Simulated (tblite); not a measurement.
Species: C4H6SSi.
Bonds: C1–C2 (triple), C2–Si3, Si3–S4, S4–C5, C5–C6 (double). Hydrogens: H7 on C1; H8, H9 on Si3; H10 on C5; H11, H12 on C6.

Computed with GFN2-xTB (tblite), gas phase: L-BFGS steps from a force-field or distance-geometry start until the largest atomic force falls under 0.01 eV/Å.

Step 0: E = -448.7512 eV
```
atom  x, y, z in Å  |  force x, y, z in eV/Å
C1      2.0434    0.2859    2.3774   -1.512   0.994  -2.412
C2      1.4258    0.7058    1.3942    2.513  -1.834   4.053
Si3     0.5758    1.3200   -0.0372   -0.295   1.181  -2.175
S4     -1.5090    0.8501    0.0209   -1.448   0.116  -0.105
C5     -1.9204   -0.6025   -0.9319    0.523  -0.351  -0.324
C6     -0.9852   -1.5338   -1.0621    0.071  -0.093   0.036
H7      2.5740   -0.0730    3.2103   -0.012  -0.002   0.041
H8      0.7485    2.7979   -0.0824   -0.330  -0.445   0.124
H9      1.1001    0.8040   -1.3074   -0.032  -0.121   0.139
H10    -2.9106   -0.7217   -1.4154    0.749   0.598   0.711
H11    -1.1134   -2.4532   -1.6223   -0.062   0.262   0.123
H12    -0.0278   -1.3802   -0.5702   -0.167  -0.305  -0.208
```

Task: Estimate the geometry and energy of step 1. (The exact step hangs on the optimiser's Hessian estimate; all steps are aligned on step 0, rigid shifts and turns removed.)

Result: E = -448.4462 eV, largest force 12.994 eV/Å
```
atom  x, y, z in Å  |  force x, y, z in eV/Å
C1      2.0218    0.3001    2.3429    6.512  -4.439  10.331
C2      1.4617    0.6796    1.4521   -6.128   4.119  -9.878
Si3     0.5716    1.3369   -0.0682    0.445  -0.052   0.387
S4     -1.5297    0.8518    0.0194   -0.977   0.144  -0.157
C5     -1.9130   -0.6075   -0.9365    0.328   0.064  -0.106
C6     -0.9842   -1.5351   -1.0615    0.264  -0.260  -0.008
H7      2.5738   -0.0730    3.2108   -0.659   0.430  -0.967
H8      0.7438    2.7915   -0.0806   -0.274  -0.110   0.102
H9      1.0996    0.8023   -1.3055    0.084  -0.233  -0.155
H10    -2.8999   -0.7132   -1.4052    0.500   0.489   0.534
H11    -1.1143   -2.4494   -1.6205   -0.074   0.119   0.040
H12    -0.0302   -1.3846   -0.5732   -0.021  -0.270  -0.123
```

The energy changes by +0.3051 eV. The first-order estimate −F·Δx gives -0.6583 eV and the mean of the old and new forces, exact on a quadratic surface, +0.3867 eV. The step makes an angle of 0° with the force vector and moves no atom by more than 0.073 Å. The energy falls at the start of this step and ends higher, so the step passed the lowest point of its straight line.

The cost below is that of the whole relaxation. The run took 0.8 s wall on one thread, Arm Neoverse N1 (aarch64), no GPU, on a shared host.
